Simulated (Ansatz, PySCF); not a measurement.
Gas-phase reaction (SMILES): C[O][Ge]([Cl])([Cl])[Cl] + 5 [H][H] (H2) -> C (CH4) + 3 Cl (HCl) + [GeH4] (GeH4) + O (H2O); energy of full hydrogenation.

Each molecule is optimised on its own at B3LYP-D3(BJ)/def2-TZVP (Ansatz, an electronic-structure program), one conformer each, not searched for the lowest. Valence correlation only, unless marked. No spin-orbit coupling. Frozen are the shells of the preceding noble gas and the d and f shells that filled before the atom's block. Non-relativistic. Basis-set limits of correlation are two-point, X^-3; Hartree-Fock from the larger set. Thermal terms are rigid-rotor harmonic-oscillator values from B3LYP-D3(BJ) frequencies (Ansatz or PySCF) at 298.15 K and 1 atm. 1 Eh = 627.5095 kcal/mol.

```json
[
 {"species": "C[O][Ge]([Cl])([Cl])[Cl]", "E, CCSD(T)/CBS(def2-TZVPPD,def2-QZVPPD) (Ansatz) (Eh)": "-3570.02820", "E, B3LYP-D3(BJ)/def2-TZVPD (Ansatz + dftd3) (Eh)": "-3573.08681", "H - E (Eh)": "0.05628"},
 {"species": "[H][H] (H2)", "E, CCSD(T)/CBS(def2-TZVPPD,def2-QZVPPD) (Ansatz) (Eh)": "-1.17452", "E, B3LYP-D3(BJ)/def2-TZVPD (Ansatz + dftd3) (Eh)": "-1.17983", "H - E (Eh)": "0.01336"},
 {"species": "C (CH4)", "E, CCSD(T)/CBS(def2-TZVPPD,def2-QZVPPD) (Ansatz) (Eh)": "-40.45806", "E, B3LYP-D3(BJ)/def2-TZVPD (Ansatz + dftd3) (Eh)": "-40.53958", "H - E (Eh)": "0.04840"},
 {"species": "Cl (HCl)", "E, CCSD(T)/CBS(def2-TZVPPD,def2-QZVPPD) (Ansatz) (Eh)": "-460.37886", "E, B3LYP-D3(BJ)/def2-TZVPD (Ansatz + dftd3) (Eh)": "-460.83744", "H - E (Eh)": "0.01000"},
 {"species": "[GeH4] (GeH4)", "E, CCSD(T)/CBS(def2-TZVPPD,def2-QZVPPD) (Ansatz) (Eh)": "-2077.90489", "E, B3LYP-D3(BJ)/def2-TZVPD (Ansatz + dftd3) (Eh)": "-2079.44528", "H - E (Eh)": "0.03354"},
 {"species": "O (H2O)", "E, CCSD(T)/CBS(def2-TZVPPD,def2-QZVPPD) (Ansatz) (Eh)": "-76.37558", "E, B3LYP-D3(BJ)/def2-TZVPD (Ansatz + dftd3) (Eh)": "-76.46738", "H - E (Eh)": "0.02495"}
]
```

Problem. Work out ΔE and ΔH at 298.15 K at the first level, then ΔH at the second.

Solution. 
1. ΔE = [(-40.45806) + 3×(-460.37886) + (-2077.90489) + (-76.37558)] - [(-3570.02820) + 5×(-1.17452)] = 0.02569 Eh = 16.1 kcal/mol at CCSD(T)/CBS(def2-TZVPPD,def2-QZVPPD).
2. The terms H - E add up to 0.01381 Eh, so ΔH = (0.02569 + (0.01381))×627.5095 = 24.8 kcal/mol.
3. At B3LYP-D3(BJ)/def2-TZVPD the same steps give ΔE = 13.4 and ΔH = 22.1 kcal/mol, a shift of -2.7 from the first level.
4. These values are not checked against measurement here, since the tables used lack a sound gas-phase enthalpy of formation for at least one species.
